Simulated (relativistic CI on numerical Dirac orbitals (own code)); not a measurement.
Computed by Dirac-Coulomb-Breit CI, KLI orbitals optimised for each configuration, model QED, unscaled Slater integrals (own radial code, finite nucleus).

The strongest absorption lines from the ground level of an ion, among the configurations computed and to levels below about 1160 eV (vacuum wavelength in nm, gf): 1.0652 (0.019), 1.0776 (0.033), 1.1012 (0.065), 1.1021 (3.4e-05), 1.1558 (0.16), 1.1582 (8.9e-05), 1.3458 (0.75), 1.3570 (0.00041).

Task: Which ion is it?
A. Ne8+
B. O6+
C. Ne6+
D. C4+

Result: A. Ne8+ has 2 electrons and the ground level 1s2 1S_0; the strongest line goes to 1s 2p 1P°_1. The pattern of lines fixes the number of electrons, and along that sequence the line energies rise steadily with the charge (about as its square where n changes within one kind of shell, about linearly where n is kept but much faster in heavy ions where fine structure, which grows about as Z⁴, sets the gap, and irregularly where shells cross), which fixes Z. Configurations outside the model, such as inner-shell arrays, can give stronger lines.

LS names give the leading component of a level, which can be under half, so a name can repeat, a term be missing and a line seem to break the LS rules.
